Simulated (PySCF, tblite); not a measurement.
A set of runs on `P[Si@@H]1C[CH]C=CO1` [radical]; the geometry of each is named by its level. Settings lines and outputs come from a driver script.

C4H8OPSi (doublet state).
SMILES with atom numbers: `[PH2:1][Si@@H:2]1[CH2:3][CH:4][CH:5]=[CH:6][O:7]1` (hydrogens: H8, H9 on P1; H10 on Si2; H11, H12 on C3; H13 on C4; H14 on C5; H15 on C6)

Step 1: GFN2-xTB geometry optimisation, gas phase (tblite 0.8.0) (from a force-field or distance-geometry start)
```json
{"job": {"kind": "relax", "xc": "GFN2-xTB", "basis": "xTB"}, "charge": 0, "multiplicity": 2}
```
```
step      E/eV     max force
  0    -567.68119    2.918
  1    -568.02413    1.656
  2    -568.31475    1.278
...
118    -569.53215    0.036
119    -569.53227    0.027
120    -569.53229    0.014
121    -569.53230    0.011
122    -569.53231    0.009
```

Energy lowered by 42.7 kcal/mol over 122 steps; largest atomic force 0.009 eV/Å at the end. «max force» is the largest atomic force in eV/Å.

The run took 0.73 s of wall time on one thread of an Arm Neoverse V2 (shared host).

Step 2: GFN2-xTB harmonic vibrations, gas phase (tblite 0.8.0) (on the GFN2-xTB geometry)
```json
{"job": {"kind": "ir", "xc": "GFN2-xTB", "basis": "xTB"}, "charge": 0, "multiplicity": 2}
```
```
(table of modes left out)
```

39 modes from 62 to 3085 cm⁻¹ (unscaled, harmonic); zero-point energy 65.5 kcal/mol; all wavenumbers are real at this level.

Time: 0.44 s wall. Hardware: one thread, Arm Neoverse V2 (aarch64), no GPU, shared host with 192 logical CPUs at a one-minute load of 22.

Step 3: UKS B3LYP, pcH-1 on C H O P Si, non-relativistic, mean-field spin-orbit, GIAO (PySCF 2.14.0) (on the GFN2-xTB geometry)
```json
{"job": {"kind": "epr", "basis": "pcH-1"}, "charge": 0, "multiplicity": 2}
```
```
...
E = -863.33381546 Eh   <S^2> = 0.7720 (exact 0.7500)
g shifts (ppm)      1          2          3
  rmc          -167       -167       -167
  gc             -5         34         24
  oz_so          55        930       1309
  total        -117        796       1166
hyperfine (MHz)  atom isotope    a_iso     a_fc   dipolar eigenvalues
    0   31P       5.89       5.91     -1.92     -1.82      3.73
    1  29Si      -7.43      -7.47     -5.03      2.07      2.96
    2   13C     -20.59     -20.60     -1.08      0.03      1.05
    3   13C      54.89      54.96    -50.27    -48.26     98.53
    4   13C     -44.73     -44.75    -25.49      9.70     15.79
    5   13C      53.23      53.26    -50.01    -47.59     97.60
    6   17O      -9.58      -9.60    -31.78     15.29     16.49
    7    1H      -0.29      -0.29     -0.72     -0.51      1.24
    8    1H      -0.59      -0.59     -0.80     -0.66      1.46
    9    1H       0.74       0.74     -2.05     -0.78      2.83
   10    1H      91.36      91.36     -3.09     -2.34      5.43
   11    1H      26.83      26.83     -3.12     -2.42      5.54
   12    1H     -40.50     -40.51    -24.04     -0.25     24.29
   13    1H      11.05      11.06     -5.02     -1.11      6.13
   14    1H     -41.68     -41.69    -23.27     -0.85     24.12
```

⟨S²⟩ 0.772; g_iso 2.0029. rmc, gc and oz_so are the mass-correction, gauge-correction and orbital-Zeeman/spin–orbit parts of the g shift along its three principal axes; a_iso is the isotropic hyperfine coupling and a_fc its Fermi-contact part. The log counts atoms from 0, this text from 1.

Hardware: an Arm Neoverse V2 with one thread, no GPU, shared host. Cost: 71 s (with the writing of density and orbital grids), 1.0 GiB resident at most.

Geometry of the electronic-property runs (GFN2-xTB):
```
atom  x, y, z in Å
P1     2.7164   -0.7651   -0.8895
Si2    0.9607   -0.2036    0.3708
C3    -0.6163   -1.1682   -0.0910
C4    -1.7933   -0.2691    0.0378
C5    -1.7366    1.1024   -0.0421
C6    -0.5895    1.8567   -0.1241
O7     0.6548    1.3453   -0.0699
H8     2.9761   -1.9202   -0.1760
H9     3.6205   -0.0258   -0.1508
H10    1.1415   -0.2147    1.8322
H11   -0.5368   -1.5089   -1.1316
H12   -0.7695   -2.0681    0.5063
H13   -2.7589   -0.7382    0.1588
H14   -2.6658    1.6542   -0.0322
H15   -0.6075    2.9312   -0.2206
```

 (This holds for the electronic-property runs.)

One conformer stands for the species.
